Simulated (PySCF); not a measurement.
Cd(NH2)(SiH3), H5CdNSi, SMILES [NH2][Cd][SiH3], singlet (PBE0/def2-SVP optimised geometry):

```
8

Cd     0.316     0.140     0.000
N      2.330     0.140     0.000
H      2.806    -0.312    -0.778
H      2.804    -0.149     0.853
Si    -2.164     0.307     0.000
H     -2.669     1.047     1.202
H     -2.806    -1.047     0.014
H     -2.678     1.027    -1.210
```

Computed with PBE0/def2-TZVP, def2 effective core potentials past Kr run with PySCF.

Q: What are the frontier orbital energies and the dipole moment?

A: HOMO-2 -9.57 eV, HOMO-1 -7.71 eV, HOMO -6.50 eV, LUMO -0.84 eV, LUMO+1 -0.59 eV; dipole moment 0.98 D.

On the same geometry PBE/def2-TZVP, def2 effective core potentials past Kr (PySCF) gives HOMO-2 -8.26 eV, HOMO-1 -6.68 eV, HOMO -5.24 eV, LUMO -1.54 eV, LUMO+1 -1.28 eV; dipole moment 0.96 D.
